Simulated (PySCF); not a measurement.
**Exercise with solution: dipole moment from atomic charges**

Cl3H2NSn, SMILES [NH2][Sn]([Cl])([Cl])[Cl]. Atoms are numbered in the order given.

```xyz
7

N      2.1944    -0.3601    -0.2575
Sn     0.2057    -0.0377    -0.0153
Cl    -0.9501    -1.3532    -1.5675
Cl    -0.2109     2.2301    -0.4174
Cl    -0.6525    -0.5544     2.1174
H      2.4430    -1.3271    -0.0387
H      2.7411     0.2507     0.3534
```

Geometry: B3LYP-D3(BJ)/def2-SVP. The structure was generated by enumeration; whether it is a known compound was not checked. The def2 effective core potentials stand for the cores of Sn; spin–orbit coupling is left out. One conformer was computed; it need not be the lowest.

Charges (e) from PySCF with B3LYP/def2-TZVP:

```
atom  Mulliken  ESP fit
----  --------  -------
N1      -0.683   -0.760
Sn2      1.155    0.471
Cl3     -0.318   -0.120
Cl4     -0.319   -0.122
Cl5     -0.324   -0.175
H6       0.244    0.355
H7       0.245    0.351
```

The dipole moment of the full density is 2.66 D.

What dipole moment does each set of point charges give, and which comes closer to that of the density?


μ = Σ q r, and 1 e Å = 4.8032 D.
Mulliken: Σ q r = (0.587, -0.161, 0.181) e Å, |μ| = 3.05 D.
ESP fit: Σ q r = (0.512, -0.140, 0.167) e Å, |μ| = 2.68 D.
ESP fit comes closer in size. Point charges leave out the atoms' own dipoles (lone pairs, polarised bonds); fits to the potential absorb them, partitions of the density don't.
